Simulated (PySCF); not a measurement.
Basis-set dependence of population analyses: `BNC[BH2-][PH3+]`

CH₁₀B₂NP.
Numbering: `[BH2:1][NH:2][CH2:3][BH2-:4][PH3+:5]` (hydrogens: H6, H7 on B1; H8 on N2; H9, H10 on C3; H11, H12 on B4; H13, H14, H15 on P5)

PBE0 throughout (PySCF), one geometry, spherical d and f functions. Isolated species at its PBE0-D3(BJ)/def2-SVP geometry (one conformer only). Atoms taken as equivalent share a column and are averaged. The first 7 of 10 kinds of atom are listed.

Mulliken charges (e):

```
        basis  functions      B1      N2      C3      B4      P5   H6/H7      H8
       STO-3G         39  +0.111  -0.363  -0.148  -0.082  +0.474  -0.076  +0.203
        6-31G         69  +0.185  -0.651  -0.263  -0.082  +0.213  -0.065  +0.329
     pcSseg-0         69  +0.142  -0.765  -0.477  -0.166  -0.150  -0.015  +0.337
       6-31G*         94  +0.029  -0.504  -0.283  -0.147  +0.132  -0.042  +0.342
      cc-pVDZ        124  -0.142  -0.027  +0.034  -0.248  +0.186  -0.059  +0.103
     def2-SVP        124  -0.102  -0.153  +0.031  -0.240  +0.220  -0.050  +0.146
6-311+G(2d,p)        203  -0.025  -0.195  -0.397  -0.257  +0.079  -0.032  +0.243
  aug-cc-pVDZ        209  -1.390  -0.080  +0.922  -1.222  -0.978  +0.579  -0.059
    def2-TZVP        221  -0.129  -0.238  -0.165  -0.319  +0.059  -0.011  +0.227
     IGLO-III        284  +0.160  -0.370  -0.316  -0.107  +0.513  -0.079  +0.227
      cc-pVTZ        294  -0.183  -0.097  -0.139  -0.314  +0.172  -0.020  +0.163
     pcSseg-2        327  +0.296  -0.543  +0.023  -0.142  +0.341  -0.097  +0.161
```

IAO charges (e):

```
        basis  functions      B1      N2      C3      B4      P5   H6/H7      H8
       STO-3G         39  -0.029  -0.310  -0.285  -0.369  +0.560  -0.022  +0.217
        6-31G         69  -0.087  -0.336  -0.272  -0.412  +0.442  -0.010  +0.266
     pcSseg-0         69  -0.099  -0.318  -0.267  -0.424  +0.405  -0.012  +0.261
       6-31G*         94  -0.063  -0.342  -0.255  -0.430  +0.564  -0.016  +0.260
      cc-pVDZ        124  -0.092  -0.330  -0.255  -0.446  +0.561  -0.010  +0.264
     def2-SVP        124  -0.083  -0.325  -0.251  -0.443  +0.577  -0.015  +0.261
6-311+G(2d,p)        203  -0.082  -0.346  -0.265  -0.453  +0.586  -0.010  +0.270
  aug-cc-pVDZ        209  -0.088  -0.341  -0.263  -0.446  +0.558  -0.010  +0.269
    def2-TZVP        221  -0.080  -0.346  -0.263  -0.455  +0.590  -0.011  +0.270
     IGLO-III        284  -0.082  -0.347  -0.265  -0.455  +0.589  -0.010  +0.271
      cc-pVTZ        294  -0.082  -0.345  -0.264  -0.452  +0.575  -0.010  +0.270
     pcSseg-2        327  -0.078  -0.347  -0.264  -0.452  +0.585  -0.011  +0.270
```

Some averages cover members that differ in this geometry, most widely: H6/H7, Mulliken in aug-cc-pVDZ +0.477 to +0.681 e.

Question: Which scheme is steadiest as the basis changes?

Answer: Largest range over the bases for any column: IAO 0.19 e, Mulliken 1.69 e. IAO charges move least and Mulliken charges most, counted in e. Without the minimal STO-3G basis the ranges are IAO 0.19, Mulliken 1.69 e.

Question: How much do the charges still move between the two largest bases, cc-pVTZ and pcSseg-2?

Answer: At most, over all atoms: Mulliken 0.478 e, IAO 0.010 e.

Question: What do the same runs give for the total energy, the frontier levels and the dipole moment?

Answer: 
```
        basis  energy (Eh)  HOMO (eV)  LUMO (eV)  μ (D)
       STO-3G    -483.9773      -4.74       4.60   4.66
        6-31G    -489.5061      -6.84       0.62   3.55
     pcSseg-0    -488.8641      -7.15       0.34   3.79
       6-31G*    -489.5807      -6.86       0.46   3.22
      cc-pVDZ    -489.6159      -6.99       0.30   3.27
     def2-SVP    -489.3994      -7.04       0.26   3.34
6-311+G(2d,p)    -489.6644      -7.12      -0.42   3.17
  aug-cc-pVDZ    -489.6259      -7.10      -0.51   3.17
    def2-TZVP    -489.6757      -7.12      -0.01   3.12
     IGLO-III    -489.6821      -7.12      -0.12   3.16
      cc-pVTZ    -489.6764      -7.11       0.05   3.14
     pcSseg-2    -489.6848      -7.13      -0.13   3.18
```

The dipole is fixed by the density alone, so its range of 1.54 D shows that the density itself changes with the basis, not only its division among atoms.
